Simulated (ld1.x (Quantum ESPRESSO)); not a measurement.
**Pseudopotential generation for rubidium (Rb): PAW, PBEsol, non-relativistic.**

```json
{"Element": "rubidium", "Generator": "ld1.x (Quantum ESPRESSO) 7.5", "Type": "PAW", "Functional": "PBEsol", "Relativity": "non-relativistic", "Frozen core": "[Ar] 3d10", "Valence charge": "9", "Reference configuration": "4s2 4p6 4d0 5s0 5p1", "Partial waves": "4s (bound): rcut 2.50, rcutus 3.15 bohr; 5s (bound, empty): rcut 2.50, rcutus 3.15 bohr; 4p (bound): rcut 2.30, rcutus 2.60 bohr; 5p (bound): rcut 2.30, rcutus 2.60 bohr; 4d (bound, empty): rcut 3.60, rcutus 4.50 bohr; 4d channel at 4.1 Ry: rcut 3.60, rcutus 4.50 bohr", "Local potential": "all-electron potential smoothed inside 2.65 bohr (lloc = -1)", "Core correction": "a·sin(br)/r model core, default radius (ld1.x builds one for every PAW set, though the input has nlcc=.false.)", "Augmentation charge": "BESSEL, radius 2.40 bohr"}
```

All-electron outer shells of the reference configuration (PBEsol, non-relativistic, ld1.x):

| shell | level (eV) | outermost node (bohr) | outermost maximum (bohr) |
| --- | --- | --- | --- |
| 3p | -223.72 | 0.20 | 0.45 |
| 3d | -107.72 | – | 0.39 |
| 4s | -32.22 | 0.63 | 1.29 |
| 4p | -17.42 | 0.65 | 1.44 |
| 5s | -2.77 | 1.81 | 4.38 |
| 5p | -1.33 | 2.19 | 6.37 |
| 4d | -0.64 | 0.70 | 5.76 |

Results:

```json
{"Configuration tests": "test run stopped at test 4 of 7 (negative rho)", "Lowest eigenvalue of the overlap operator": "-0.06 (s channel); it is negative, so in a basis up to 400 Ry S is not positive definite and the file is unfit for use"}
```

The ghost test of this file was not conclusive. Its overlap operator is not positive definite in a basis up to 400 Ry (lowest eigenvalue s -0.06), so the file is unfit for use: the generalised eigenproblem breaks down once the basis is large enough, and its test numbers describe a broken file.

Generation and tests took about 2.8 s on one core of a shared server CPU.
